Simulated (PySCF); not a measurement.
Unrelated species, one level of theory. The calculation used TDDFT B3LYP/def2-SVPD, vertical, gas phase, core orbitals frozen in the response in PySCF 2.14.0, density-fitted response routines. Geometries: GFN2-xTB; one conformer of each isolated species. Triplets are in the Tamm–Dancoff approximation.

Question: Rank by computed S1–T1 gap, lowest first.
A. `C[Si@@H](F)[SiH2]P`
B. `[C@@H]1(SC1(C#N)C#N)C`
C. `C=C1C=C1OC1CC1`
D. `c1c(F)c([n+](cc1)[O-])C`

Answer: A (0.35 eV), B (0.52 eV), C (1.15 eV), D (1.50 eV).

```
             SMILES  S1−T1 (eV)  S1 (eV)  T1 (eV)    S1 mainly  T1 mainly  f(S1)
 C[Si@@H](F)[SiH2]P        0.35     5.52     5.17    H→L (98%)  H→L (89%)  0.033
 C[C@H]1SC1(C#N)C#N        0.52     3.99     3.48    H→L (99%)  H→L (98%)  0.004
     C=C1C=C1OC1CC1        1.15     4.73     3.58    H→L (96%)  H→L (92%)  0.041
Cc1c(F)ccc[n+]1[O-]        1.50     4.31     2.81  H-1→L (99%)  H→L (97%)  0.000
```

H and L stand for HOMO and LUMO. For `Cc1c(F)ccc[n+]1[O-]` the leading configurations of S1 and T1 differ. Singlets come from full response and triplets from the Tamm–Dancoff approximation.
